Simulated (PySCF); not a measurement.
PySCF input for Mg(Me)(OH) (CH4MgO), SMILES [CH3][Mg][OH], PBE0-D3(BJ)/def2-TZVP. Coordinates come from a PBE0-D3(BJ)/def2-TZVP optimisation. Other conformers were not sampled.

```python
import numpy as np
from pyscf import gto, scf, dft, df
from pyscf.hessian import thermo

mol = gto.M(
    atom='''
    Mg    0.00000000    0.00000000    0.10144892
    C    -0.00000000   -0.00000000   -1.97186267
    H    -0.88105399   -0.50867676   -2.37439070
    H     0.88105400   -0.50867676   -2.37439069
    H     0.00000000    1.01735352   -2.37439069
    O    -0.00000000   -0.00000000    1.86560965
    H     0.00000001   -0.00000000    2.81208387
    ''',
    basis='def2-TZVP',
    charge=0,
    spin=0,
    max_memory=1600,
    verbose=3,
)
mf = dft.RKS(mol, xc='pbe0').density_fit(auxbasis='def2-universal-jkfit')
mf.disp = 'd3bj'
mf.grids.level = 3
mf.conv_tol = 1e-11
mf.max_cycle = 100
mf.kernel()

# [left out here: the lines that compute and print the analytic Hessian (its translational invariance restored by hand, since the grid's response is missing), thermochemistry and intensities]
```

Output:

```
converged SCF energy = -315.661537745031

WARN: DFTD3 does not support analytical Hessian, using finite difference


WARN: Mole.unit (angstrom) is changed to Bohr

Mode                                 0                   1                   2
Irrep
Freq [cm^-1]                       82.8563             82.8576            142.8112
Reduced mass [au]                   1.8659              1.8662              1.7861
Force const [Dyne/A]                0.0075              0.0075              0.0215
Char temp [K]                     119.2117            119.2136            205.4735
Normal mode                   x     y     z       x     y     z       x     y     z
       0  Mg                -0.09 -0.01 -0.00   -0.01  0.09  0.00   -0.12 -0.01  0.00
       1   C                 0.04  0.00  0.00    0.00 -0.04 -0.00    0.08  0.01 -0.00
       2   H                 0.08  0.01 -0.07    0.01 -0.08  0.03    0.14  0.01 -0.15
       3   H                 0.08  0.01  0.07    0.01 -0.08  0.05    0.14  0.01  0.14
       4   H                 0.08  0.01  0.01    0.01 -0.08 -0.08    0.15  0.01  0.01
       5   O                 0.13  0.01  0.00    0.01 -0.13 -0.00    0.05  0.00  0.00
       6   H                -0.69 -0.08  0.00   -0.08  0.69 -0.00    0.66  0.05  0.00
Mode                                 3                   4                   5
Irrep
Freq [cm^-1]                      142.8149            488.4399            578.7052
Reduced mass [au]                   1.7858              4.6162              1.2301
Force const [Dyne/A]                0.0215              0.6489              0.2427
Char temp [K]                     205.4788            702.7562            832.6279
Normal mode                   x     y     z       x     y     z       x     y     z
       0  Mg                 0.01 -0.12  0.00   -0.00 -0.00 -0.05    0.00  0.04 -0.00
       1   C                -0.01  0.08 -0.00    0.00  0.00  0.21   -0.00 -0.11  0.00
       2   H                -0.01  0.15 -0.07    0.00  0.00  0.21   -0.02  0.21 -0.35
       3   H                -0.01  0.15 -0.09   -0.00  0.00  0.21    0.03  0.21 -0.32
       4   H                -0.01  0.14  0.16   -0.00 -0.00  0.21    0.01  0.17  0.67
       5   O                -0.00  0.05 -0.00    0.00  0.00 -0.12   -0.00 -0.01 -0.00
       6   H                -0.05  0.66  0.00    0.00  0.00 -0.13   -0.00 -0.04 -0.00
Mode                                 6                   7                   8
Irrep
Freq [cm^-1]                      578.7146            818.3782           1149.0278
Reduced mass [au]                   1.2301             10.9910              1.2057
Force const [Dyne/A]                0.2427              4.3371              0.9379
Char temp [K]                     832.6415           1177.4641           1653.1951
Normal mode                   x     y     z       x     y     z       x     y     z
       0  Mg                -0.04  0.00 -0.00   -0.00  0.00  0.15   -0.00  0.00 -0.00
       1   C                 0.11 -0.00 -0.00    0.00 -0.00 -0.05    0.00 -0.00  0.12
       2   H                -0.18  0.03  0.57    0.00  0.00 -0.07    0.18  0.10 -0.48
       3   H                -0.18 -0.02 -0.59   -0.00  0.00 -0.07   -0.18  0.10 -0.48
       4   H                -0.23  0.00  0.02    0.00 -0.00 -0.07   -0.00 -0.21 -0.48
       5   O                 0.01 -0.00 -0.00   -0.00  0.00 -0.16   -0.00 -0.00  0.00
       6   H                 0.04 -0.00  0.00    0.00 -0.00 -0.17   -0.00  0.00  0.00
Mode                                 9                  10                  11
Irrep
Freq [cm^-1]                     1442.7420           1442.7541           3033.6777
Reduced mass [au]                   1.0584              1.0584              1.0332
Force const [Dyne/A]                1.2980              1.2981              5.6023
Char temp [K]                    2075.7845           2075.8019           4364.7868
Normal mode                   x     y     z       x     y     z       x     y     z
       0  Mg                 0.00  0.00  0.00   -0.00  0.00 -0.00   -0.00 -0.00 -0.00
       1   C                 0.00  0.07  0.00   -0.07  0.00  0.00   -0.00 -0.00  0.05
       2   H                 0.38 -0.50 -0.15    0.07 -0.38  0.25   -0.46 -0.27 -0.18
       3   H                -0.38 -0.50 -0.14    0.06  0.37 -0.25    0.46 -0.27 -0.18
       4   H                -0.01  0.16  0.29    0.72  0.00  0.00   -0.00  0.54 -0.18
       5   O                -0.00 -0.00  0.00    0.00 -0.00 -0.00    0.00  0.00  0.00
       6   H                -0.00 -0.00  0.00    0.00 -0.00 -0.00    0.00 -0.00  0.00
Mode                                12                  13                  14
Irrep
Freq [cm^-1]                     3116.3827           3116.3839           4085.8694
Reduced mass [au]                   1.0988              1.0988              1.0707
Force const [Dyne/A]                6.2871              6.2871             10.5314
Char temp [K]                    4483.7809           4483.7826           5878.6564
Normal mode                   x     y     z       x     y     z       x     y     z
       0  Mg                 0.00 -0.00 -0.00   -0.00 -0.00  0.00   -0.00 -0.00 -0.00
       1   C                 0.02 -0.08 -0.00   -0.08 -0.02 -0.00    0.00 -0.00 -0.00
       2   H                 0.19  0.08  0.08    0.59  0.35  0.28   -0.00 -0.00  0.00
       3   H                -0.44  0.23  0.20    0.44 -0.27 -0.21    0.00 -0.00  0.00
       4   H                 0.01  0.70 -0.28   -0.02  0.17 -0.07   -0.00  0.00  0.00
       5   O                -0.00  0.00 -0.00    0.00  0.00 -0.00    0.00 -0.00  0.06
       6   H                 0.00 -0.00 -0.00   -0.00 -0.00 -0.00   -0.00  0.00 -0.96
temperature 298.1500 [K]
pressure 101325.00 [Pa]
Rotational constants [GHz] 161.46992 3.92085 3.92085
Symmetry number 3
Zero-point energy (ZPE) 0.04625 [Eh]   121435.411 [J/mol]
                           tot       elec      trans        rot        vib
Entropy [J/mol/K]       306.789      0.000    159.026     84.531     63.232
Cv [J/mol/K]             76.062      0.000     12.472     12.472     51.119
Cp [J/mol/K]             84.377      0.000     20.786     12.472     51.119
Internal energy [J/mol]                      3718.434   3718.434 130705.944
Internal energy [Eh]   -315.60892  -315.66154
Enthalpy [J/mol]                             6197.391   3718.434 130705.944
Enthalpy [Eh]          -315.60798
Gibbs free energy [J/mol]                  -41216.152 -21484.484 111853.315
Gibbs free energy [Eh] -315.64282
mode   freq/cm-1   IR/(km/mol)
   1       82.86       161.928
   2       82.86       161.922
   3      142.81         0.925
   4      142.81         0.928
   5      488.44         0.152
   6      578.71        84.299
   7      578.71        84.292
   8      818.38       142.668
   9     1149.03         1.731
  10     1442.74         0.015
  11     1442.75         0.015
  12     3033.68        18.629
  13     3116.38        13.819
  14     3116.38        13.822
  15     4085.87        87.401
max |gradient| / (hartree/bohr): 3.615122540645731e-05
APT charges: [ 1.171  -0.3966 -0.0189 -0.0189 -0.0189 -0.989   0.2713]
```

The calculation finished and met its thresholds.
